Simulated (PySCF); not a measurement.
Mapped SMILES: `[CH:1]#[C:2][Si@@H:3]([O:4][SiH3:5])[O:6][SiH2:7][OH:8]`. Each H is labelled by its parent atom. Ha(Si7) is pro-R; Hb(Si7) is pro-S.

Method: GFN2-xTB geometry, shielding tensors at PBE0/pcSseg-1 (GIAO), in PySCF (a single conformation, no solvent, no relativistic terms, equivalent nuclei averaged).

Predict the 2D correlation tables (HSQC, COSY, HMBC).

Results:



HSQC (one-bond C–H):
```tsv
δH	δC
1.74 (H(C1))	96.7 (C1)
```

COSY cross peaks (H two or three bonds apart, from the bond graph; peaks can be absent where the dihedral angle is near 90°):
```tsv
δH	δH
5.30 (Ha(Si7))	5.20 (Hb(Si7))
```

HMBC (two and three bonds, from the bond graph):
```tsv
δH	δC
4.71 (H(Si3))	96.7 (C1), 90.1 (C2)
1.74 (H(C1))	90.1 (C2)
```

Scale: 1H, 13C against TMS (reference shieldings calculated alike).

OH and NH positions are those of a molecule without intermolecular hydrogen bonds; in solution they move with solvent, concentration and temperature, and exchange usually removes their couplings. Shifts are as computed. Against solution values, carbons near 30 ppm lie about +3 ppm off and those near 130 ppm about +5 ppm. Of 1211 compounds with measured shifts, 218 miss one by over three times the rms of a fit or turn the order of signals round; such compounds aren't used in these exercises.
